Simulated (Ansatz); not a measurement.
The cluster Mg₃O₃⁺, relaxed as a doublet with UKS r2SCAN-D4/def2-SVP in Ansatz, starting from the GFN2-xTB geometry. Force threshold 0.02 eV/Å.

The structure holds 1 bond(s) between oxygen atoms. The relaxation made no stability test and no search for a lower SCF solution. Another isomer (doublet) lies 0.78 eV lower at PBE0-D4/def2-TZVP; other spin states weren't run for this one.

Start:

```tsv
atom	x (Å)	y (Å)	z (Å)
Mg1	-1.3187	0.8138	0.5132
Mg2	0.1612	-1.2666	1.1559
Mg3	1.1561	0.7723	-0.6970
O4	0.4950	0.5693	1.0522
O5	0.1962	-0.9072	-0.7838
O6	-0.6898	0.0184	-1.2403
```

| step | energy (eV) | largest force component (eV/Å) | SCF passes |
| --- | --- | --- | --- |
| 1 | -22452.8824 | 4.436 | 22 |
| 2 | -22453.5267 | 2.050 | 28 |
| 3 | -22453.6817 | 0.311 | 30 |
| 4 | -22453.6897 | 0.060 | 25 |
| 5 | -22453.6901 | 0.010 | 25 |

Force components are those of the run's own axes.

End:

```xyz
6

Mg   -1.380    0.882    0.522
Mg    0.264   -1.269    1.128
Mg    1.135    0.679   -0.680
O     0.447    0.664    1.147
O     0.225   -1.074   -0.891
O    -0.691    0.118   -1.226
```

By distances, no bond broke or formed. The bond that changes most is O5–O6, from 1.36 to 1.54 Å (atoms count from 1).

No frequencies were taken in this run, so the end may be a saddle point.

Hardware: 4 threads of AMD EPYC 7B13 on a shared host. Wall time 11 s.
